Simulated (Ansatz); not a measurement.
# Relative stability

Two relaxed structures of NaAlH2Se, closed shell (PBE0-D4/def2-TZVP; forces vanish, vibrations not checked).

A:

Na1  (-2.914, -1.043, -1.091)
Al2  (-0.452, -0.376, 0.251)
Se3  (1.036, 1.049, -0.924)
H4  (0.241, -0.726, 1.665)
H5  (2.089, 1.095, 0.099)
(Å)

B:

| atom | x (Å) | y (Å) | z (Å) |
| --- | --- | --- | --- |
| Na1 | -1.9782 | -0.6694 | -1.8087 |
| Al2 | -0.1472 | -0.6081 | 0.5042 |
| Se3 | -0.0242 | 0.9950 | -1.0520 |
| H4 | 0.6569 | -0.8816 | 1.8416 |
| H5 | -1.3176 | -1.7195 | 0.1735 |

Program: Ansatz 0.2.0. Basis: def2-TZVPP. Cores are frozen in the correlated methods. Filled d shells of the heavier atoms are correlated. The outer core shell of Li, Na, Mg and K is correlated. The def2 sets are not built for correlating such inner shells, so the correlated values are less sure here. B3LYP uses VWN-RPA correlation.

Which structure is lower at CCSD(T), and by how much? (To be estimated.)

Computed: B, by 1.491 eV (electronic energy, against the other). By their contacts, A is NaAlH₂Se ([Na][AlH][SeH]) and B is NaAlH₂Se ([H]1[Na]2[Se][AlH]12).

All methods give the same order:

| method | E(B) − E(A) (eV) |
| --- | --- |
| PBE-D4 | -1.327 |
| r2SCAN-D4 | -1.608 |
| PBE0-D4 | -1.424 |
| B3LYP-D4 | -1.450 |
| wB97M-V | -1.532 |
| HF | -1.585 |
| MP2 | -1.624 |
| CCSD | -1.488 |
| CCSD(T) | -1.491 |

No T1 diagnostic of these runs exceeds 0.011.

Labels in which every atom is bracketed show which atoms are joined, not bond orders.

For scale, one of the runs: CCSD(T)/def2-TZVPP, 150 basis functions, launched by `ansatz run in.yaml --threads 2 --pin off --events-out ev --progress --plain --max-ram 4352MiB`. The run took 37 s on 2 CPU threads of an Arm Neoverse V1 (shared host), with 1 GiB of host memory at its peak.
